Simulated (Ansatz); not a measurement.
Born–Oppenheimer molecular dynamics of ClH7OSiSn (11 atoms, charge 0, multiplicity 1). It starts at the highest image of a converged band, a first-order saddle point between two minima.

Method: RKS PBE0/def2-SVP in Ansatz 0.2.0.

```json
{"ensemble": "NVE (velocity Verlet)", "time step": "0.5 fs", "steps asked": "200", "starting velocities drawn for": "100 K", "seed": "10919"}
```

First frame:

```xyz
11
Properties=species:S:1:pos:R:3
Sn -0.074 0.031 -0.094
O -0.008 -0.155 2.039
H -0.851 -0.230 2.517
H 1.463 -0.155 -0.807
Cl -1.404 1.740 -1.035
H -1.095 -1.330 -0.284
Si 1.199 2.539 1.258
H 2.429 2.654 2.115
H 1.664 2.785 -0.149
H 0.286 3.674 1.617
H 0.439 0.970 1.918
```

Q: How far do the bonds stretch over the last three quarters of this one trajectory? (Pairs bonded in most of those frames.)

A: 
| bond | mean (Å) | spread (Å) | shortest | longest |
| --- | --- | --- | --- | --- |
| Sn1–H4 | 1.724 | 0.028 | 1.67 | 1.77 |
| Sn1–Cl5 | 2.425 | 0.049 | 2.33 | 2.48 |
| Sn1–H6 | 1.712 | 0.010 | 1.70 | 1.74 |
| Sn1–Si7 | 2.684 | 0.332 | 2.24 | 3.13 |
| O2–H3 | 0.967 | 0.017 | 0.94 | 1.00 |
| O2–H11 | 0.973 | 0.029 | 0.93 | 1.03 |
| Si7–H8 | 1.500 | 0.018 | 1.46 | 1.53 |
| Si7–H9 | 1.500 | 0.016 | 1.47 | 1.53 |
| Si7–H10 | 1.493 | 0.007 | 1.48 | 1.51 |

Pairs bonded in part of these frames only: Sn1–O2 25 %, Sn1–Si7 95 %.

Mean temperature of the second half: 1121 K. The conserved energy stayed within 0.092 meV per atom of its start (net change 0.00082 meV per atom), so the integration is sound. The kinetic energy rose, since the run started high on the potential surface and went downhill. It ends in pieces (ClH5SiSn + H2O), so much of that is their flight and rotation, not heat. A run of 0.1 ps of so small a system gives no equilibrium averages. The orbitals stay closed-shell, which can raise the energy where a bond breaks towards radicals; this wasn't checked here.

The run took 14 min on 2 threads of Arm Neoverse V1 (shared host), peak memory 0.28 GiB.
